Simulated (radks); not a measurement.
The numbers below are computed, except where a source is named.
All-electron atom: Ag+ in [Kr] 5s(up 0.5, down 0.5) 4d(up 5, down 4) (fractional occupations, a model configuration). Code: a radial shooting solver on a logarithmic mesh with Libxc functionals. Model: scalar-relativistic Kohn-Sham, r2SCAN, spin-polarised, spherical densities, finite nucleus; meta-GGA in the generalised Kohn-Sham scheme; Fermi nuclear charge, rms radius 4.5454 fm. Some entries of the table are withheld. Estimate them.

orbital  occ.  eigenvalue (hartree)  <1/r> (bohr^-1)  r(max) (bohr)
1s down     1             -933.1587            49.43        0.02016
1s up       1             -933.1586            49.43        0.02016
2s up       1             -138.3303            11.25         0.1139
2s down     1             -138.3199            11.25         0.1139
2p up       3             -124.0216            10.85        0.09117
2p down     3             -124.0140            10.85        0.09116
3s up       1             -25.96776            3.957         0.3321
3s down     1             -25.96534            3.957         0.3321
3p up       3             -21.23089            3.764         0.3255
3p down     3             -21.22733            3.763         0.3255
3d up       5             -13.78068            3.530         0.2744
3d down     5             -13.77297            3.529         0.2745
4s up       1                   (1)            1.505         0.8240
4s down     1                   (2)            1.507         0.8233
4p up       3              -2.70373              (3)         0.8771
4p down     3              -2.66640              (4)         0.8762
4d up       5              -0.73701              (5)          1.024
4d down     4              -0.70186              (6)          1.025
5s up     0.5              -0.46756           0.4757          2.296
5s down   0.5              -0.45754           0.4674          2.324

Answer. 
(1) 4s up eigenvalue (hartree): -4.08143
(2) 4s down eigenvalue (hartree): -4.04547
(3) 4p up <1/r> (bohr^-1): 1.356
(4) 4p down <1/r> (bohr^-1): 1.357
(5) 4d up <1/r> (bohr^-1): 1.016
(6) 4d down <1/r> (bohr^-1): 1.011
